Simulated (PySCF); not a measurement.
Te: excitation energy

Te [Kr] 4d10 5s2 5p4 (3P) → Te [Kr] 4d10 5s2 5p3 6s1 (5S), as a difference of total energies. All numbers are calculated (PySCF 2.14, scalar relativity by spin-free X2C-1e, in aug-cc-pVQZ-DK3). The calculations carry no spin-orbit coupling.

```csv
method,excitation energy (cm⁻¹)
UHF,37298
wB97M-V,43068
HSE06,42469
BP86,42537
```

For comparison: 42146 cm⁻¹ (measured; NIST levels, between the centres of gravity of the two terms).
